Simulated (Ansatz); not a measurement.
triplet methylene (CH₂), triplet, at a GFN2-xTB geometry. Base run: CCSD/6-31G** (Ansatz, a program for electronic structure).

The Ansatz input:
Ansatz 0.2 input:
```yaml
crystal:
  periodic: [false, false, false]
  atoms:
    - {symbol: C, position_ang: [0.00386916, 0.00066529, 0.10150064]}
    - {symbol: H, position_ang: [0.00046091, 0.97908788, -0.31139250]}
    - {symbol: H, position_ang: [-0.02367585, -0.98307960, -0.29761136]}
basis:
  gaussian:
    orbitals: 6-31G__.json
magnetization: {spin_polarized: true, initial_magnetization: 2}
correlation: {method: ccsd}
```
The basis file holds 6-31G** in the JSON format of the Basis Set Exchange.

The base run was repeated with changes; each row names its change, and settings that it needs were set with it.

| change | ΔE vs base (kcal/mol) | MP2 correlation (Eh) | CC correlation without the perturbative part (Eh) | basis functions |
|---|---|---|---|---|
| base | 0.000 | -0.09377 | -0.11201 | 25 |
| accuracy = high | 0.000 | -0.09377 | -0.11201 | 25 |
| diis_vectors = 2 | 0.000 | -0.09377 | -0.11201 | 25 |
| diis_vectors = 4 | 0.000 | -0.09377 | -0.11201 | 25 |
| electrons = outside_noble_gas | 0.000 | -0.09377 | -0.11201 | 25 |
| method = rpa | -14.43 | - | - | 25 |
| lower_state_search = off | 0.000 | -0.09377 | -0.11201 | 25 |
| fitting = cc-pVTZ-JKFIT (mean field), cc-pVTZ-RIFIT (correlation) | 0.007 | -0.09376 | -0.11201 | 25 |
| method = bccd_t | -1.06 | -0.09377 | -0.11197 | 25 |
| method = ccsd_t | -1.06 | -0.09377 | -0.11201 | 25 |
